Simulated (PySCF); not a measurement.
## Energy profile

The step: CH₄ClGa ([CH3][GaH][Cl]) → CH₃Ga ([CH3][Ga]) + HCl; bonds formed: Cl2–H3; bonds broken: Ga1–Cl2, Ga1–H3 (atoms numbered as in the saddle structure below).

| atom | x (Å) | y (Å) | z (Å) |
| --- | --- | --- | --- |
| Ga1 | -0.8431 | -0.7008 | -0.1996 |
| Cl2 | 1.0316 | -1.6987 | -1.7670 |
| H3 | -0.5201 | -1.9274 | -1.2993 |
| C4 | -0.0417 | 0.8629 | 0.6957 |
| H5 | -0.7561 | 1.3640 | 1.3505 |
| H6 | 0.3101 | 1.5659 | -0.0638 |
| H7 | 0.8193 | 0.5342 | 1.2834 |

Electronic energies by CCSD(T) at an estimated basis limit (MP2 extrapolated from triple and quadruple zeta, plus CCSD(T) − MP2 in triple zeta), on PBE0-D4/def2-TZVP structures; CH$_{4}$ClGa, singlet; no counterpoise correction. PySCF 2.14 with density fitting (its default auxiliary sets; JK sets also for MP2 and CCSD(T)); basis: def2-TZVPP and def2-QZVPP; cores frozen in the correlated methods. Filled d shells of the heavier atoms are correlated. The def2 sets are not built for correlating such inner shells, so the correlated values are less sure here. Extrapolation: Hartree–Fock as exp(−7.88 √X), correlation as X^−2.97.

Give the profile in eV, counted from the start structure. (To be estimated.)

Computed:
| point | eV |
| --- | --- |
| start structure | 0.000 |
| saddle | 2.411 |
| end structure | 1.867 |
| separated: CH$_{3}$Ga (linked as [CH3][Ga]; Ga1, C4, H5, H6, H7; singlet) + HCl (Cl2, H3; singlet) | 2.032 |

T1 diagnostic: at most 0.015. The restricted Hartree–Fock reference is unstable towards an unrestricted one at one or more of these structures.

For scale, one of the runs: CCSD(T)/def2-TZVPP, 177 basis functions, launched by `OMP_NUM_THREADS=4 python run.py`. Time: 2.8 min of wall clock on 4 CPU threads of an Intel Xeon 6975P-C; the host was shared. Peak host memory: 1.9 GiB.
